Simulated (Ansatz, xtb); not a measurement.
FGeH2OSi: 5 structures ranked

5 gas-phase structures of FGeH2OSi, found in a search over its isomers (lower ones may exist). Each was relaxed with GFN2-xTB; where two conformers were screened, the lower at r2SCAN-D4/def2-SVP//GFN2-xTB is listed:

A. a doublet given by its coordinates
B. `[F][Ge][O][SiH2]`, a doublet
C. a doublet given by its coordinates
D. `F[SiH][O][GeH]`, a doublet
E. `O=[SiH][GeH][F]`, a doublet

C (Å):

```csv
atom,x (Å),y (Å),z (Å)
F,3.1540,0.9953,1.1875
Ge,0.8313,-1.2351,-0.5632
O,0.6437,0.0947,0.9913
Si,1.7987,0.9276,0.3320
H,1.5907,2.2571,-0.1910
H,2.0559,-2.0269,0.1723
```

Close contacts (Å): F1–Si4 1.60, Ge2–O3 2.05, Ge2–Si4 2.53, O3–Si4 1.57, Ge2–H6 1.63, Si4–H5 1.44.

A (Å):

```xyz
6

F     2.7771   -0.6222    2.3318
Ge    1.2525    0.3834    2.0887
O     0.6925   -0.4444    0.3779
Si    1.6572    0.4591   -0.5063
H     0.9448    1.4588   -1.2949
H     2.7993   -0.2207   -1.0948
```

Close contacts (Å): F1–Ge2 1.84, Ge2–O3 1.98, Ge2–Si4 2.63, O3–Si4 1.59, Si4–H5 1.46, Si4–H6 1.45.

Make a reasoned guess at their ranking by r2SCAN-D4/def2-SVP//GFN2-xTB single-point energy.

Calculated order at r2SCAN-D4/def2-SVP//GFN2-xTB: B (0.0), D (12.8), C (21.6), A (27.2), E (162.1) kJ/mol.

Energies above the lowest of each column, in kJ/mol; the last columns are at r2SCAN-D4/def2-SVP geometries and were run for some of them only (a dash: not run or not comparable):

```
structure  GFN2-xTB  HF/STO-3G  r2SCAN-D4/def2-SVP//GFN2-xTB  r2SCAN-D4/def2-SVP  CCSD(T)/def2-SVP
        B       0.0        0.0                           0.0                 0.0               0.0
        D      84.1       27.2                          12.8                23.9              20.2
        C     106.1      113.6                          21.6                15.6              35.8
        A      30.5       99.1                          27.2        relaxes to B                 –
        E     108.4      181.0                         162.1                   –                 –
```

Every level run on B puts it lowest or level with the lowest. Some further structures that were screened fall inside this span and aren't listed. Flexible structures stand in one conformer each, not always the lowest. Frequencies (r2SCAN-D4/def2-SVP) were run for B, C, D alone. Open shells are spin-unrestricted, some with notable spin contamination.

Over these structures GFN2-xTB departs from r2SCAN-D4/def2-SVP//GFN2-xTB by 45.5 kJ/mol on average once a common shift is removed. A GFN2-xTB relaxation took about 0.26 s and the r2SCAN-D4/def2-SVP//GFN2-xTB energy about 4.5 s on a shared host (Ansatz 0.2.0, xtb 6.7.1).
